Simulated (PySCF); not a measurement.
A calculated (wB97X, PySCF 2.14, aug-cc-pVTZ-DK, the spin-free X2C one-electron Hamiltonian (Gaussian nucleus)) atom or ion has these occupied shells.

| shell | electrons | orbital energy (eV) | rms radius, mean of both spins (bohr) |
| --- | --- | --- | --- |
| 1s α | 1 | -4895.5 | 0.0804 |
| 1s β | 1 | -4895.4 | 0.0804 |
| 2s α | 1 | -550.08 | 0.352 |
| 2s β | 1 | -549.51 | 0.352 |
| 2p α | 3 | -455.43 | 0.321 |
| 2p β | 3 | -454.93 | 0.321 |
| 3s α | 1 | -70.795 | 1.08 |
| 3s β | 1 | -68.792 | 1.08 |
| 3p α | 3 | -45.817 | 1.18 |
| 3p β | 3 | -43.653 | 1.18 |
| 3d α | 2 | -10.242 | 1.74 |
| 4s α | 1 | -8.167 | 3.72 |
| 4p α | 1 | -4.680 | 4.73 |

Name the element and its charge.

Ti (titanium, neutral), in [Ar] 3d2 4s1 4p1, one real determinant (an excited configuration).
